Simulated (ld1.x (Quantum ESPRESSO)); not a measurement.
# Reading a pseudo-wave (N (Z = 7))

Columns: radius, all-electron u(r) and pseudo u(r) of the 2s shell (level -19.03 eV) of nitrogen in the configuration [He] 2s1 2p4; PBE, scalar-relativistic, TM scheme, ld1.x (Quantum ESPRESSO) 7.5.

```tsv
r (bohr)	all-electron	pseudo
0.088	0.3717	-0.0636
0.175	0.3378	-0.1315
0.262	0.1487	-0.2094
0.350	-0.0844	-0.3027
0.438	-0.3062	-0.4121
0.525	-0.4928	-0.5314
0.612	-0.6409	-0.6498
0.700	-0.7519	-0.7528
0.788	-0.8275	-0.8275
0.875	-0.8726	-0.8726
0.962	-0.8933	-0.8933
1.050	-0.8948	-0.8948
1.138	-0.8812	-0.8812
1.225	-0.8567	-0.8567
1.312	-0.8243	-0.8243
1.400	-0.7862	-0.7862
1.487	-0.7450	-0.7450
1.575	-0.7015	-0.7015
1.662	-0.6579	-0.6579
1.750	-0.6139	-0.6139
1.838	-0.5709	-0.5709
1.925	-0.5298	-0.5298
2.012	-0.4904	-0.4904
2.100	-0.4524	-0.4524
2.188	-0.4166	-0.4166
2.275	-0.3834	-0.3834
```

Question: How many radial nodes do the two functions have?

Answer: The all-electron 2s function has n − l − 1 = 1; the pseudo-wave has 0, since the states of the same l below it are removed with the core.

Question: At about which radius was the pseudo-wave matched?

Answer: 0.85 bohr, where the columns begin to agree (steps of 0.09 bohr).

Question: Is the pseudo-wave norm-conserving?

Answer: Yes: the TM scheme keeps the norm inside the radius equal to the all-electron one, which fixes the energy derivative of the logarithmic derivative at the level.
